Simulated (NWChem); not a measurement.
Molecule: BSiH₃O₂F₂; SMILES OB(O)[SiH](F)F

```xyz
9

Si    -0.2557    -0.8063    -0.3193
F      1.2426    -1.3934    -0.0288
F     -1.2321    -1.4930     0.7784
B     -0.0203     1.1781    -0.0012
O      1.1788     1.6156     0.4655
O     -1.0163     2.0566    -0.2470
H     -0.6860    -1.3102    -1.6494
H      1.8107     0.8977     0.5926
H     -0.7582     2.9647    -0.0391
```
Atoms are numbered in this order, from 1.

Computed with NWChem. The geometry was optimised at PBE0/def2-SVP. GIAO values for the isolated, static molecule; σ is the absolute isotropic shielding, δ = σ(reference) − σ with the isolated reference molecule computed at the same levels (11B: boron trifluoride, 19F: trichlorofluoromethane, 1H: tetramethylsilane, 17O: water, 29Si: tetramethylsilane).

For level BHandHLYP/pcSseg-1:

- δ Si1 (ppm) = -5.4
- δ F2 (ppm) = -145.4
- δ F3 (ppm) = -146.6
- δ B4 (ppm) = 17.1
- δ O5 (ppm) = 150.3
- δ H7 (ppm) = 4.85
- δ H9 (ppm) = 4.46

Q: How do the values read with level LDA (Slater exchange, VWN5)/pcSseg-1 instead?

A: 
* **δ Si1 (ppm)**: 15.8
* **δ F2 (ppm)**: -172.2
* **δ F3 (ppm)**: -173.0
* **δ B4 (ppm)**: 14.7
* **δ O5 (ppm)**: 181.8
* **δ H7 (ppm)**: 5.71
* **δ H9 (ppm)**: 4.77
